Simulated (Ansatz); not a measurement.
# Telling isomers of H2NOPSi apart by their spectra

These gas-phase data were calculated for one isomer of H2NOPSi at PBE0-D3(BJ)/def2-SVP (harmonic, unscaled wavenumbers; equilibrium rotational constants with average atomic masses):

- rotational constants: 10.85, 4.809, 3.437 GHz
- all wavenumbers above 1500 cm⁻¹: 3640, 2053

Candidates:

(1) `O=[Si]1NP1`, a singlet
(2) `[NH+]1=[SiH]O[P-]1`, a singlet

**Question.** Which candidate do the data belong to?

**Answer.** Candidate (2). No mode falls between 2250 and 2520 cm⁻¹, where the P–H stretch of (1) would stand.

The same quantities for all candidates:

|  | rotational constants (GHz) | wavenumbers above 1500 cm⁻¹ | E above the lowest, PBE0-D3(BJ)/def2-SVP (kcal/mol) |
| --- | --- | --- | --- |
| (1) | 15.95, 3.047, 2.61 | 3663, 2299 | 13.7 |
| (2) | 10.85, 4.809, 3.437 | 3640, 2053 | 0.0 |

Harmonic stretches to hydrogen usually lie a few per cent above observed fundamentals. Programs: Ansatz 0.2.0.
